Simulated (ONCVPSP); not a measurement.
# u(r) = r·R(r): atom against pseudo-atom (Zn)

Columns: radius, all-electron u(r) and pseudo u(r) of the 3p shell (level -83.40 eV) of zinc in the configuration [Ne] 3s2 3p6 3d10 4s2; PBE, scalar-relativistic, ONCV scheme, ONCVPSP 4.0.1.

| r (bohr) | all-electron | pseudo |
| --- | --- | --- |
| 0.065 | -0.4780 | 0.0423 |
| 0.130 | -0.6649 | 0.1619 |
| 0.195 | -0.3863 | 0.3408 |
| 0.260 | 0.0777 | 0.5532 |
| 0.325 | 0.5284 | 0.7699 |
| 0.390 | 0.8795 | 0.9643 |
| 0.455 | 1.1116 | 1.1161 |
| 0.520 | 1.2364 | 1.2142 |
| 0.585 | 1.2765 | 1.2558 |
| 0.650 | 1.2568 | 1.2467 |
| 0.715 | 1.1978 | 1.1971 |
| 0.780 | 1.1154 | 1.1196 |
| 0.845 | 1.0212 | 1.0261 |
| 0.910 | 0.9229 | 0.9264 |
| 0.975 | 0.8260 | 0.8276 |
| 1.040 | 0.7335 | 0.7339 |
| 1.105 | 0.6474 | 0.6473 |
| 1.170 | 0.5686 | 0.5685 |
| 1.235 | 0.4974 | 0.4973 |
| 1.300 | 0.4336 | 0.4335 |
| 1.365 | 0.3770 | 0.3769 |
| 1.430 | 0.3270 | 0.3270 |
| 1.495 | 0.2832 | 0.2831 |
| 1.560 | 0.2447 | 0.2447 |
| 1.625 | 0.2113 | 0.2112 |
| 1.690 | 0.1821 | 0.1821 |

Question: How many radial nodes do the two functions have?

Answer: The all-electron 3p function has n − l − 1 = 1; the pseudo-wave has 0, since the states of the same l below it are removed with the core.

Question: At about which radius was the pseudo-wave matched?

Answer: 1.15 bohr. The columns agree to 0.0005 from 1.04 bohr on; several derivatives are matched, so the curves merge somewhat inside the radius.

Question: Is the pseudo-wave norm-conserving?

Answer: Yes: the ONCV scheme keeps the norm inside the radius equal to the all-electron one, which fixes the energy derivative of the logarithmic derivative at the level.
